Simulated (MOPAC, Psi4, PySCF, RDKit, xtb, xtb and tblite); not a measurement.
Two geometries of C₂H₇BOSi, SMILES B[SiH2]CC=O, relaxed at GFN2-xTB with one dihedral held; other torsions can differ between them too.

Structure A

```
12

B     -1.8044    -0.4347    -0.2328
Si    -0.4463    -0.0812     1.1276
C      1.1043     0.5420     0.1104
C      1.4106     1.8994     0.5823
O      1.0025     2.9215     0.0924
H     -2.6116     0.3606    -0.5195
H     -1.8133    -1.4378    -0.8347
H     -0.7290     0.9356     2.1545
H      0.0801    -1.2166     1.9112
H      0.8534     0.5544    -0.9488
H      1.9354    -0.1339     0.2859
H      2.0348     1.9233     1.4986
```

Structure B

```
12

B      1.8193    -0.5280    -0.2401
Si     0.4465    -0.1557     1.1020
C     -1.0482     0.6928     0.1611
C     -0.6592     0.7778    -1.2516
O     -0.8023    -0.0903    -2.0772
H      2.5054     0.3251    -0.6528
H      1.9893    -1.5983    -0.6765
H      0.7761     0.8164     2.1633
H     -0.1718    -1.2774     1.8296
H     -1.9187     0.0528     0.2799
H     -1.2455     1.6726     0.5832
H     -0.1436     1.7237    -1.5239
```

Which is lower in energy at the level DF-MP2 (frozen core)/cc-pVTZ // GFN2-xTB in Psi4, and by how much?

A is lower, by 0.47 kcal/mol (dihedral B1–Si2–C3–C4: 120° in A, 0° in B).

E(B) − E(A) in kcal/mol at the other levels, on the same two geometries: GFN2-xTB (xtb and tblite) -0.61; PBE/def2-TZVP // GFN2-xTB (Psi4) 1.38; PBE-D3(BJ)/def2-TZVP // GFN2-xTB (Psi4) 1.12; wB97X-D/def2-TZVP // GFN2-xTB (Psi4) 0.63; HF/cc-pVTZ // GFN2-xTB (Psi4) 0.98; UFF // GFN2-xTB (RDKit) 2.46; PM7, restricted, heats of formation // GFN2-xTB (MOPAC) 0.15; PM6, restricted, heats of formation // GFN2-xTB (MOPAC) 0.29; GFN1-xTB // GFN2-xTB (xtb) 0.27; restricted B3LYP/6-31G*, spherical d // GFN2-xTB (PySCF) 0.97; restricted BP86/6-31G*, spherical d // GFN2-xTB (PySCF) 1.29; restricted M06-2X/6-31G*, spherical d // GFN2-xTB (PySCF) 0.18; restricted MP2 (frozen core)/6-31G*, spherical d // GFN2-xTB (PySCF) 0.51.
